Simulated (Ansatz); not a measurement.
Cost and result for the atomization energy of AlH7O3Si2, SMILES `[OH][Al]([O][SiH3])[O][SiH3]` (13 atoms, 12 bonds).

```xyz
13

O    -1.021    2.053   -1.381
Al   -0.425    0.707   -0.563
O     0.653    0.946    0.688
Si    1.661    1.505    1.831
O    -0.899   -0.843   -0.988
Si   -1.032   -2.463   -1.006
H    -1.640    1.979   -2.106
H     2.353    0.367    2.491
H     0.901    2.265    2.859
H     2.682    2.402    1.227
H    -0.639   -2.983   -2.343
H    -0.155   -3.080    0.025
H    -2.440   -2.853   -0.733
```

Charge 0, multiplicity 1. The structure was optimised at the PBE0-D4/def2-TZVP level. It is one conformer, not always the lowest. Program: Ansatz. All runs use 8 threads of an Arm Neoverse V1 on a shared host. Times are those of one run each, without the atoms' runs, and a repeat can differ threefold. Electronic energies, without spin–orbit coupling; frozen cores. CCSD(T)/CBS adds CCSD(T) − MP2 in def2-TZVPP to the MP2 limit, and its time is that of the two runs behind it. T1 = 0.012. B3LYP takes the VWN-RPA correlation (the form of Gaussian; ORCA's B3LYP/G). HSE06 is the plane-wave form, built on full-range PBE exchange.

CCSD(T)/CBS is a level of theory with its own doubt, some kJ/mol a heavy atom from the limit and from the frozen cores, so smaller differences don't rank the functionals.

```tsv
level	functions	wall time	atomization (kcal/mol)	difference from CCSD(T)/CBS	per bond
BLYP-D4/def2-TZVPP	317	1.9 s	1127.3	-18.1	-1.5
revPBE-D4/def2-TZVPP	317	2 s	1101.8	-43.6	-3.6
PBE-D4/def2-TZVPP (with forces)	317	2.4 s	1127.8	-17.6	-1.5
HSE06-D4/def2-TZVPP	317	3.7 s	1113.5	-31.9	-2.7
CAM-B3LYP-D4/def2-TZVPP	317	3.8 s	1143.1	-2.3	-0.2
r2SCANh-D4/def2-TZVPP	317	5.5 s	1129.7	-15.7	-1.3
B3LYP-D4/def2-TZVPP (with forces)	317	5.5 s	1131.8	-13.6	-1.1
ωB97X-V/def2-TZVPP	317	7 s	1141.8	-3.6	-0.3
CCSD(T)/def2-SVP	131	7.5 s	1055.0	-90.4	-7.5
ωB97M-V/def2-TZVPP (with forces)	317	11 s	1138.9	-6.5	-0.5
MP2/def2-QZVPP	591	25 s	1154.8	9.4	0.8
CCSD(T)/def2-TZVPP	317	5.1 min	1111.9	-33.5	-2.8
CCSD(T)/CBS(def2)	–	5.6 min	1145.4	0.0	0.0
```

From PBE to PBE0 (25 % exact exchange), in def2-TZVPP and without D4, the atomization energy moves by −13.9 kcal/mol: exact exchange takes away binding that semilocal exchange gives to molecules. Leaving LDA and LC-ωPBE aside and taking each functional with its dispersion term where it has one, the values spread over 41.4 kcal/mol, from revPBE-D4 to CAM-B3LYP-D4. LDA lies +146.8 kcal/mol from PBE without D4, its usual overbinding. At CCSD(T), def2-SVP lies −90.5 kcal/mol from the extrapolated value and def2-TZVPP −33.5 kcal/mol: correlation converges slowly with the basis, and small sets miss more of it in the bonded molecule than in its fragments.
